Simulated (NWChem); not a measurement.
System: C₃H₇FSi; SMILES C=C(C)[SiH2]F

Excerpt of the output:

```
             Northwest Computational Chemistry Package (NWChem) 7.3.0
             --------------------------------------------------------

                             Geometry "geometry" -> ""
                             -------------------------

 Output coordinates in angstroms (scale by  1.889725989 to convert to a.u.)

  No.       Tag          Charge          X              Y              Z
 ---- ---------------- ---------- -------------- -------------- --------------
    1 C                    6.0000     0.89742400     1.77072600    -0.42018600
    2 C                    6.0000    -0.00520900     0.86548200    -0.01330500
    3 C                    6.0000    -1.44247700     1.21268000     0.25220500
    4 Si                  14.0000     0.56200800    -0.89327500     0.24728900
    5 F                    9.0000    -0.32683600    -1.89320600    -0.68708500
    6 H                    1.0000     0.62956700     2.82456700    -0.56870500
    7 H                    1.0000     1.93934900     1.50258100    -0.62375300
    8 H                    1.0000    -1.71848500     0.99627400     1.29818400
    9 H                    1.0000    -2.11446000     0.60734000    -0.37835900
   10 H                    1.0000    -1.65025100     2.27571700     0.05559800
   11 H                    1.0000     0.34080900    -1.33714500     1.65512600
   12 H                    1.0000     1.99352400    -1.03458100    -0.13981300

 Effective nuclear repulsion energy (a.u.)     223.7314862948

  pbe96 is a nonlocal functional; adding pw91lda local functional.

                                 NWChem DFT Module
                                 -----------------

 Summary of "ao basis" -> "ao basis" (spherical)
 ------------------------------------------------------------------------------
       Tag                 Description            Shells   Functions and Types
 ---------------- ------------------------------  ------  ---------------------
 C                          def2-svp                 6       14   3s2p1d
 Si                         def2-svp                 8       18   4s3p1d
 F                          def2-svp                 6       14   3s2p1d
 H                          def2-svp                 3        5   2s1p

 in cosmo_initialize ...
 calling solv_data for solv:dmf

[...]

                                COSMO-SMD solvation results
                                ---------------------------

             internal energy in gas <Psi(g)|H|Psi(g)> =      -507.226907256829
         internal energy in solvent <Psi(s)|H|Psi(s)> =      -507.226463745253
                               delta internal energy  =         0.000443511576 (    0.28 kcal/mol)
   total free energy in solvent <Psi(s)|H+V/2|Psi(s)> =      -507.230872176450
 polarization energy contribution <Psi(s)|V/2|Psi(s)> =        -0.004408431197 (   -2.77 kcal/mol)
    total free energy in solvent including G(SMD-CDS) =      -507.229033823810
                       G(SMD-CDS) energy contribution =         0.001838352641 (    1.15 kcal/mol)
     1 M fixed-concentration free energy of solvation =        -0.002126566981 (   -1.33 kcal/mol)

                       DFT Final Molecular Orbital Analysis
                       ------------------------------------

 Vector   22  Occ=2.000000D+00  E=-2.920264D-01
              MO Center=  7.3D-01, -1.1D+00,  3.2D-01, r^2= 3.0D+00
   Bfn.  Coefficient  Atom+Function         Bfn.  Coefficient  Atom+Function
  ----- ------------  ---------------      ----- ------------  ---------------
   105      0.319764  12 H  s               100     -0.289927  11 H  s
   106      0.238753  12 H  s                66     -0.230208   5 F  pz
    64      0.216844   5 F  px              101     -0.206788  11 H  s
    52     -0.180337   4 Si pz               50      0.174412   4 Si px
    69      0.164026   5 F  pz               67     -0.154228   5 F  px

 Vector   23  Occ=2.000000D+00  E=-2.667351D-01
              MO Center=  1.3D-01,  4.3D-01,  4.3D-02, r^2= 3.7D+00
   Bfn.  Coefficient  Atom+Function         Bfn.  Coefficient  Atom+Function
  ----- ------------  ---------------      ----- ------------  ---------------
    19      0.344800   2 C  py               51     -0.224435   4 Si py
    65     -0.187809   5 F  py               75     -0.186304   6 H  s
     5     -0.174294   1 C  py               17     -0.161268   2 C  s
    22      0.160322   2 C  py               95     -0.158147  10 H  s
   100      0.156188  11 H  s                32      0.150758   3 C  px

 Vector   24  Occ=2.000000D+00  E=-2.428451D-01
              MO Center=  2.2D-01,  1.2D+00, -1.2D-01, r^2= 2.5D+00
   Bfn.  Coefficient  Atom+Function         Bfn.  Coefficient  Atom+Function
  ----- ------------  ---------------      ----- ------------  ---------------
     6      0.380081   1 C  pz               20      0.345494   2 C  pz
     9      0.264764   1 C  pz               23      0.219533   2 C  pz
    85     -0.147510   8 H  s                90      0.145348   9 H  s
    34     -0.141216   3 C  pz               86     -0.098945   8 H  s
   101     -0.096823  11 H  s                 4      0.094333   1 C  px

 Vector   25  Occ=0.000000D+00  E=-5.227691D-02
              MO Center=  4.9D-01,  8.5D-01, -1.1D-01, r^2= 3.2D+00
   Bfn.  Coefficient  Atom+Function         Bfn.  Coefficient  Atom+Function
  ----- ------------  ---------------      ----- ------------  ---------------
     9      0.509111   1 C  pz               23     -0.428438   2 C  pz
     6      0.405257   1 C  pz               20     -0.325571   2 C  pz
    55     -0.280453   4 Si pz               54     -0.257713   4 Si py
   101      0.190267  11 H  s                63     -0.173682   5 F  s
    22     -0.139096   2 C  py                7      0.125696   1 C  px

[...]
```

Level: PBE/def2-SVP, SMD on the gas-phase geometry. Coordinates come from a PBE0/def2-SVP optimisation. Not confirmed as a minimum by frequencies. Solvent: N,N-dimethylformamide.

Which NWChem input produces such a log?

One answer among several that fit: the input that was run:
```
start job
memory heap 200 mb stack 900 mb global 1100 mb
geometry units angstroms noautosym nocenter noautoz
  C      0.897424     1.770726    -0.420186
  C     -0.005209     0.865482    -0.013305
  C     -1.442477     1.212680     0.252205
  Si     0.562008    -0.893275     0.247289
  F     -0.326836    -1.893206    -0.687085
  H      0.629567     2.824567    -0.568705
  H      1.939349     1.502581    -0.623753
  H     -1.718485     0.996274     1.298184
  H     -2.114460     0.607340    -0.378359
  H     -1.650251     2.275717     0.055598
  H      0.340809    -1.337145     1.655126
  H      1.993524    -1.034581    -0.139813
end
basis spherical
  * library def2-svp
end
dft
  xc xpbe96 cpbe96
  iterations 150
end
cosmo
  do_cosmo_smd true
  solvent dmf
end
task dft energy
```
